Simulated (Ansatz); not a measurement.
The cluster Cd4⁻. Total charge -1; doublet. Geometry B3LYP/def2-SVP, that of the neutral singlet; atoms count from 1.

Cartesian coordinates in Å:
```
Cd 2.0139 -0.5901 -0.4444
Cd 0.0167 1.8815 1.0304
Cd -0.9233 -1.4864 1.2408
Cd -1.1074 0.1951 -1.8268
```

In the def2 sets Cd takes a core potential; there is no spin–orbit coupling. The highest occupied level of the charge -1 doublet lies above zero (up to 0.70 eV). By energy differences its removal costs 0.48 eV (vertical, to the charge 0 singlet, at PBE0/def2-TZVPD); a positive level beside a positive removal energy at the same level points to self-interaction error. The structure comes from a short search, and lower isomers may exist.

Problem. Estimate the Mulliken populations from the PBE0/def2-TZVPD orbitals of Ansatz.

Solution. 
| atom | charge (e) | spin (α − β) | d electrons |
| --- | --- | --- | --- |
| Cd1 | -0.25 | 0.25 | 10.00 |
| Cd2 | -0.25 | 0.25 | 10.00 |
| Cd3 | -0.25 | 0.25 | 10.00 |
| Cd4 | -0.25 | 0.25 | 10.00 |
Mulliken values and Mayer orders depend strongly on the basis. With diffuse functions, as here, like atoms can get unlike values, and bond orders can come out too low or too high.

Problem. Where does the spin sit?

Solution. Summed by element: Cd 1.00, of 1 unpaired in all. Largest on single atoms: Cd2 0.25, Cd1 0.25, Cd4 0.25.
